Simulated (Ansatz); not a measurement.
Start from `O[SiH](F)[SeH]` and change one atom or group to get `[OH][GeH2][SiH](O)F`.

Ansatz, PBE0-D4/def2-TZVP geometries, multiplicity 1. Each molecule was computed in one conformer, which needn't be the lowest.

Scalar relativity is left out up to krypton.

```
                                          property  `O[SiH](F)[SeH]`
size of the dipole moment (ωB97M-V/def2-TZVPP) / D              1.60
                HOMO energy (PBE0/def2-TZVPP) / eV             -7.47
  size of the dipole moment (B3LYP/def2-TZVPP) / D              1.60
               LUMO energy (B3LYP/def2-TZVPP) / eV             -0.36
                LUMO energy (PBE0/def2-TZVPP) / eV             -0.09
               HOMO–LUMO gap (PBE/def2-TZVPP) / eV              5.31
```

Give the same properties after the change, and the shifts. (Best estimate.)

The calculation gave: 
```csv
property,`[OH][GeH2][SiH](O)F`,shift
size of the dipole moment (ωB97M-V/def2-TZVPP) / D,2.76,1.16
HOMO energy (PBE0/def2-TZVPP) / eV,-8.14,-0.67
size of the dipole moment (B3LYP/def2-TZVPP) / D,2.74,1.14
LUMO energy (B3LYP/def2-TZVPP) / eV,-0.95,-0.59
LUMO energy (PBE0/def2-TZVPP) / eV,-0.72,-0.63
HOMO–LUMO gap (PBE/def2-TZVPP) / eV,5.16,-0.15
```

Dipoles are sizes alone; their direction can turn.

B3LYP here is the variant with VWN-RPA as its local correlation; programs differ in this.

Spin–orbit coupling is left out; it splits and shifts lone-pair levels of the heavy atoms by tenths of an eV.
